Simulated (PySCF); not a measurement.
GaBr4 (charge -1).
Geometry (PBE0-D3(BJ)/def2-SVP, Å), atoms numbered from 1 in this order:
```xyz
5
GaBr4 angstrom
Br    -1.8413   -0.9282   -1.1392
Ga    -0.0026    0.0104   -0.0072
Br    -0.3381    2.3208    0.3106
Br     1.9542   -0.3254   -1.2679
Br     0.2450   -1.0719    2.0694
```

Theory: PBE0-D3(BJ)/def2-SVP geometry optimisation, gas phase (PySCF 2.14.0).

(1) Which atoms are bound to Ga2, and at what distances?

(2) List the angles at Ga2.

(3) What is the shape at Ga2?

## Answers

(1) 4 atoms: Br4 2.352 Å, Br1 2.354 Å, Br5 2.355 Å, Br3 2.356 Å.

(2) 
| angle | degrees | distance of the outer atoms (Å) |
| --- | --- | --- |
| Br3–Ga2–Br5 | 110.3 | 3.87 |
| Br1–Ga2–Br3 | 110.2 | 3.86 |
| Br1–Ga2–Br4 | 109.6 | 3.85 |
| Br3–Ga2–Br4 | 109.3 | 3.84 |
| Br1–Ga2–Br5 | 108.8 | 3.83 |
| Br4–Ga2–Br5 | 108.6 | 3.82 |

(3) Tetrahedral: angles from 108.6° to 110.3°; τ4 = (360° − α − β)/141° = 0.99 with α and β the two widest (0 for a square, 1 for a tetrahedron). Differences among atoms that Td makes equivalent are scatter left by the optimiser.

Point group: Td (every atom within 0.08 Å of its image). Charge -1, singlet. The geometry's basis has no diffuse functions, a weakness for an anion. Stationary, but not proved a minimum.
